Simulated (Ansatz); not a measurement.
`C/C([SiH3])=C\O` + H–F → `C/C([SiH3])=C\F` + H₂O  (substitution at a C–O bond)

Computed with Ansatz on PBE0-D4/def2-TZVP structures; ΔE is electronic, products minus reactants. CCSD(T)/CBS adds triple-zeta CCSD(T) − MP2 to the extrapolated MP2 energy (def2 sets, frozen cores). This one scheme is used for every species. Double bonds are as drawn, so ΔE can hold a change between cis and trans. DFT in def2-TZVPP. B3LYP here is the variant with VWN-RPA as its local correlation; programs differ in this. One conformer a species, not always the lowest.

| level | ΔE (kJ/mol) |
| --- | --- |
| r2SCAN-D4 | 7.4 |
| ωB97X-V | 6.0 |
| ωB97M-V | 6.3 |
| PBE0 | 9.4 |
| B3LYP | 3.8 |
| CCSD/def2-TZVPP | 8.6 |
| MP2/def2-QZVPP | 15.7 |
| CCSD/CBS(def2) | 9.2 |

What does CCSD(T)/CBS give? (Estimate.)

Ansatz gave: +10.6 kJ/mol. The listed levels differ from it by -3.2, -4.6, -4.3, -1.2, -6.8, -2.0, 5.1, -1.4 kJ/mol.

Largest T1 diagnostic among the species: 0.012.

In def2-TZVPP, CCSD(T) changes the Hartree–Fock value by +8.9 kJ/mol (the triples alone add +1.4 kJ/mol) and MP2 by +14.5 kJ/mol. The D4 term adds +3.3 kJ/mol with B3LYP and +1.8 kJ/mol with PBE0; it sums over pairs of atoms, weighted by their polarisabilities, and B3LYP, whose exchange is more repulsive, gets the larger term.

CCSD(T)/CBS has its own doubt, a few kJ/mol and more with outer-core shells, so smaller differences from it don't rank the levels.
